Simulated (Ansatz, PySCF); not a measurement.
Zn(Et)(SH) (C₂H₆SZn), SMILES [Zn]([SH])[CH2]C. Atoms are numbered in the order given.

```xyz
10

Zn     0.0617    -0.0051     0.1833
C      0.7709    -1.6629    -0.5664
C      0.5172    -1.8594    -2.0666
H      0.3323    -2.5013     0.0184
H      1.8608    -1.6840    -0.3462
H      0.9728    -1.0534    -2.6785
H     -0.5652    -1.8748    -2.3111
H      0.9424    -2.8190    -2.4348
S     -0.7192     1.8763     1.0164
H     -1.6168     1.1992     1.7897
```

The structure is a stationary point at PBE-D3(BJ)/def2-SVP. The isomer is the one that the SMILES or the coordinates give; other isomers of the formula were not compared. Other conformers were not sampled.

Vertical ionisation energy (IE) and electron affinity (EA) in eV. Rows of orbital energies are one-electron estimates. Where ΔSCF, EOM or ADC give a negative EA the extra electron is unbound and the value depends on the basis.

```csv
level,IE,EA
"−ε(HOMO), −ε(LUMO), ωB97X/def2-TZVP (PySCF)",9.45,-1.37
"−ε(HOMO), −ε(LUMO), PBE/def2-TZVP (PySCF)",5.87,1.11
"ΔSCF, PBE0/def2-SVPD (Ansatz), final states of multiplicity 2 and 2",9.22,-0.79
"ΔSCF, PBE/def2-SVPD (Ansatz), final states of multiplicity 2 and 2",8.95,-0.68
```

What vertical singlet–triplet gap does ΔSCF give with PBE0/def2-SVPD (Ansatz, a program for electronic structure) and with PBE/def2-SVPD (Ansatz)? (An estimate is asked for; the answer gives what the named calculation found.)

5.13 and 4.77 eV (triplet above singlet where positive).
